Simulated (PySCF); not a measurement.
**Fine-structure interval of Br(26+) by level of theory**

Br(26+) [He] 2s2 2p5 [2p1/2^2 2p3/2^3, M_J = 3/2] → Br(26+) [He] 2s2 2p5 [2p1/2^1 2p3/2^4, M_J = 1/2], as a difference of total energies. Calculation: PySCF 2.14, in an even-tempered Gaussian basis (18 s from 8.4 bohr⁻², ratio 2.4; 12 p from 11 bohr⁻², ratio 2.4; 5 d from 44 bohr⁻², ratio 2.6; 4 f from 66 bohr⁻², ratio 2.6); the two-component X2C-1e Hamiltonian. Correlated levels: nothing frozen; the 34 highest virtual spinors dropped. "Screened" scales the spin-orbit matrix elements by Boettger's factors to mimic the two-electron term; Breit and QED terms are absent.

```
                    method  fine-structure interval (cm⁻¹)
 GHF (screened spin-orbit)                          402620
GMP2 (screened spin-orbit)                          403450
     GHF (bare spin-orbit)                          427590
```
